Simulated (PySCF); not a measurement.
Sn(OH)(NH2)3 (H7N3OSn), SMILES [NH2][Sn]([NH2])([NH2])[OH].

Coordinates come from a PBE-D3(BJ)/def2-SVP optimisation. The def2 effective core potentials stand for the cores of Sn; spin–orbit coupling is left out. One conformer was computed; it need not be the lowest.

Level of theory: PBE-D3(BJ)/def2-SVP run with PySCF.

Frequencies are harmonic and unscaled.

Computed normal modes with their intensities:
```csv
mode,ν (cm⁻¹),IR (km/mol),moving atoms (share of kinetic energy)
1,55,18.4,"H 66 %, N 25 %, O 8 %"
2,112,12.8,"N 47 %, H 45 %"
3,119,13.0,"H 55 %, N 28 %, O 17 %"
4,148,3.1,"H 52 %, N 33 %, Sn 9 %"
5,152,4.6,"N 44 %, H 31 %, Sn 15 %, O 10 %"
6,156,26.2,"N 34 %, H 29 %, O 29 %, Sn 9 %"
7,166,21.4,"N 43 %, Sn 20 %, O 19 %, H 17 %"
8,180,31.9,"H 86 %, N 12 %"
9,250,106.1,"H 85 %, O 10 %"
10,509,29.3,"N 85 %, H 10 %"
11,536,134.0,"N 74 %, H 16 %, Sn 10 %"
12,539,128.1,"N 76 %, H 15 %, Sn 9 %"
13,582,82.3,"O 82 %, Sn 13 %"
14,634,48.0,"H 77 %, N 18 %"
15,644,96.1,"H 78 %, N 18 %"
16,653,30.0,"H 80 %, N 16 %"
17,787,11.2,H 94 %
18,838,22.1,H 91 %
19,855,16.2,"H 90 %, N 8 %"
20,869,73.5,H 90 %
21,1481,7.0,"H 92 %, N 8 %"
22,1490,20.3,"H 92 %, N 8 %"
23,1495,2.1,H 92 %
24,3396,4.0,H 96 %
25,3398,7.1,H 96 %
26,3401,7.2,H 96 %
27,3493,6.1,"H 92 %, N 8 %"
28,3494,6.5,"H 92 %, N 8 %"
29,3504,8.9,"H 92 %, N 8 %"
30,3703,35.6,H 94 %
```
